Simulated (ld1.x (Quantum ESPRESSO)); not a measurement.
Ranking TM potentials for F

All share these settings but for the change named:

- Element: fluorine (F)
- Generator: ld1.x (Quantum ESPRESSO) 7.5
- Type: norm-conserving Troullier–Martins (Kleinman–Bylander form)
- Functional: PBE
- Relativity: scalar-relativistic
- Frozen core: [He]
- Valence charge: 7
- Reference configuration: 2s2 2p5
- Partial waves: 2p (bound): rc 1.05 bohr; 2s (bound): rc 0.70 bohr
- Local potential: the s channel
- Core correction: Bessel-smoothed model core inside 0.50 bohr

Test errors are all-electron minus pseudo excitation energies from the reference, over 2s2 2p4; 2s2 2p3; 2s2 2p2; 2s2 2p4.5; 2s1 2p6; 2s2 2p5.3; 2s1 2p5. None of these files shows a bound ghost.

The base gives 207.5 meV.

Of 8 variants that were run, those that failed, showed a ghost or another fault, or gave nearly equal values are left out.

(1) Rank these variants by their largest absolute test error, smallest first.
A. wave 2p (bound): rc 1.05 bohr becomes 2p (bound): rc 0.82 bohr
B. wave 2p (bound): rc 1.05 bohr becomes 2p (bound): rc 0.92 bohr
C. wave 2p (bound): rc 1.05 bohr becomes 2p (bound): rc 1.54 bohr
D. wave 2p (bound): rc 1.05 bohr becomes 2p (bound): rc 1.16 bohr
E. wave 2p (bound): rc 1.05 bohr becomes 2p (bound): rc 1.44 bohr

Results:

(1) A (59.1 meV), B (113.5 meV), D (328.7 meV), E (795.7 meV), C (1091.2 meV).
